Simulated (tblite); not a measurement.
C4H11BN2O.
SMILES with atom numbers: `[CH3:1][C:2]#[N+:3][B@@H-:4]([OH:5])[CH2:6][NH:7][CH3:8]` (hydrogens: H9, H10, H11 on C1; H12 on B4; H13 on O5; H14, H15 on C6; H16 on N7; H17, H18, H19 on C8)
Bond orders are those of one Lewis drawing.

Computed with GFN2-xTB (tblite), gas phase: L-BFGS steps from a force-field or distance-geometry start until the largest atomic force falls under 0.01 eV/Å.

Step 86: E = -688.2107 eV
```
atom  x, y, z in Å  |  force x, y, z in eV/Å
C1     -3.8945   -0.2072    0.0433    0.008  -0.005  -0.002
C2     -2.4857   -0.2980    0.2670    0.058   0.001  -0.001
N3     -1.3538   -0.3564    0.4623   -0.046  -0.023   0.014
B4      0.1718   -0.5579    0.5941   -0.030   0.008  -0.019
O5      0.4447   -1.9006    0.1725    0.009   0.033   0.021
C6      0.7896    0.6717   -0.3463    0.033  -0.010   0.029
N7      1.9991    1.3061    0.1693    0.052  -0.018   0.000
C8      3.1007    0.3797    0.3442    0.021  -0.035   0.018
H9     -4.2142   -1.0573   -0.5598   -0.011   0.013   0.009
H10    -4.4188   -0.2253    0.9993   -0.012  -0.006  -0.015
H11    -4.1321    0.7184   -0.4820    0.003  -0.009  -0.003
H12     0.3629   -0.4206    1.7637   -0.001   0.010  -0.032
H13     0.5511   -1.9701   -0.7753   -0.002   0.020   0.008
H14     1.0347    0.2968   -1.3476    0.006  -0.005   0.015
H15     0.0609    1.4776   -0.4821   -0.011  -0.001   0.013
H16     1.7836    1.7235    1.0705   -0.024   0.014   0.006
H17     2.8492   -0.4724    0.9896    0.012   0.003  -0.008
H18     3.9521    0.9111    0.7734   -0.058  -0.009  -0.037
H19     3.3890   -0.0100   -0.6330   -0.007   0.021  -0.015
```

Step 87: E = -688.2113 eV
```
atom  x, y, z in Å  |  force x, y, z in eV/Å
C1     -3.8940   -0.2089    0.0404    0.006  -0.001   0.000
C2     -2.4862   -0.3034    0.2686    0.041   0.008  -0.005
N3     -1.3548   -0.3614    0.4657   -0.022  -0.016   0.015
B4      0.1715   -0.5557    0.5968   -0.032   0.001  -0.011
O5      0.4502   -1.8960    0.1710    0.009   0.021   0.051
C6      0.7869    0.6745   -0.3425    0.032   0.003   0.026
N7      1.9991    1.3056    0.1713    0.046  -0.013   0.002
C8      3.0984    0.3761    0.3429    0.030  -0.037   0.007
H9     -4.2146   -1.0581   -0.5631   -0.012   0.014   0.007
H10    -4.4220   -0.2240    0.9942   -0.012  -0.013  -0.007
H11    -4.1267    0.7178   -0.4848    0.003  -0.009  -0.012
H12     0.3635   -0.4172    1.7666   -0.005  -0.002  -0.040
H13     0.5581   -1.9625   -0.7765   -0.001   0.023  -0.007
H14     1.0293    0.2988   -1.3444    0.007   0.005   0.017
H15     0.0596    1.4822   -0.4768   -0.008  -0.007   0.016
H16     1.7871    1.7265    1.0723   -0.020  -0.004  -0.013
H17     2.8526   -0.4704    0.9977    0.001   0.005  -0.011
H18     3.9567    0.9073    0.7579   -0.052   0.003  -0.026
H19     3.3756   -0.0218   -0.6344   -0.012   0.021  -0.009
```

Step 88: E = -688.2117 eV
```
atom  x, y, z in Å  |  force x, y, z in eV/Å
C1     -3.8935   -0.2103    0.0381    0.002   0.004   0.002
C2     -2.4863   -0.3069    0.2690    0.009   0.011  -0.008
N3     -1.3555   -0.3654    0.4685    0.006  -0.009   0.014
B4      0.1705   -0.5540    0.5985   -0.022  -0.001  -0.001
O5      0.4547   -1.8921    0.1705    0.010   0.004   0.057
C6      0.7854    0.6768   -0.3391    0.019   0.013   0.015
N7      1.9996    1.3047    0.1738    0.024  -0.008  -0.001
C8      3.0972    0.3730    0.3419    0.028  -0.027  -0.011
H9     -4.2154   -1.0586   -0.5656   -0.010   0.010   0.003
H10    -4.4243   -0.2232    0.9902   -0.009  -0.016   0.001
H11    -4.1231    0.7172   -0.4872    0.002  -0.007  -0.019
H12     0.3638   -0.4147    1.7678   -0.008  -0.007  -0.032
H13     0.5634   -1.9564   -0.7770   -0.001   0.022  -0.009
H14     1.0255    0.3002   -1.3414    0.010   0.014   0.018
H15     0.0587    1.4855   -0.4724    0.000  -0.010   0.018
H16     1.7893    1.7276    1.0746   -0.010  -0.017  -0.024
H17     2.8566   -0.4683    1.0049   -0.006  -0.003  -0.012
H18     3.9600    0.9052    0.7440   -0.033   0.010  -0.013
H19     3.3638   -0.0310   -0.6361   -0.013   0.016   0.001
```

**Question.** Estimate the geometry and energy of step 89. (The exact step hangs on the optimiser's Hessian estimate; all steps are aligned on step 88, rigid shifts and turns removed.)

**Answer.** E = -688.2120 eV, largest force 0.042 eV/Å
```
atom  x, y, z in Å  |  force x, y, z in eV/Å
C1     -3.8925   -0.2111    0.0363   -0.002   0.007   0.002
C2     -2.4857   -0.3091    0.2688   -0.016   0.010  -0.008
N3     -1.3554   -0.3686    0.4707    0.019  -0.004   0.009
B4      0.1696   -0.5528    0.5998   -0.007   0.001   0.005
O5      0.4588   -1.8894    0.1710    0.011  -0.008   0.040
C6      0.7844    0.6791   -0.3362    0.003   0.014   0.002
N7      2.0004    1.3041    0.1751   -0.001  -0.005  -0.001
C8      3.0962    0.3699    0.3409    0.013  -0.012  -0.018
H9     -4.2157   -1.0587   -0.5676   -0.006   0.005  -0.001
H10    -4.4254   -0.2231    0.9872   -0.004  -0.016   0.004
H11    -4.1202    0.7164   -0.4897    0.002  -0.004  -0.020
H12     0.3638   -0.4134    1.7683   -0.007  -0.007  -0.014
H13     0.5669   -1.9514   -0.7769   -0.002   0.018   0.000
H14     1.0219    0.3025   -1.3392    0.011   0.018   0.016
H15     0.0577    1.4884   -0.4676    0.008  -0.010   0.020
H16     1.7909    1.7281    1.0757    0.002  -0.022  -0.026
H17     2.8588   -0.4663    1.0109   -0.006  -0.009  -0.014
H18     3.9616    0.9041    0.7327   -0.007   0.012  -0.001
H19     3.3541   -0.0393   -0.6373   -0.011   0.011   0.006
```

The energy changes by -0.0003 eV. The first-order estimate −F·Δx gives -0.0004 eV and the mean of the old and new forces, exact on a quadratic surface, -0.0003 eV. The step makes an angle of 81° with the force vector and moves no atom by more than 0.013 Å.

The cost below is that of the whole relaxation. Hardware: one thread, Arm Neoverse N1 (aarch64), shared host with 64 logical CPUs at a one-minute load of 58. Cost: 1.7 s of wall time.
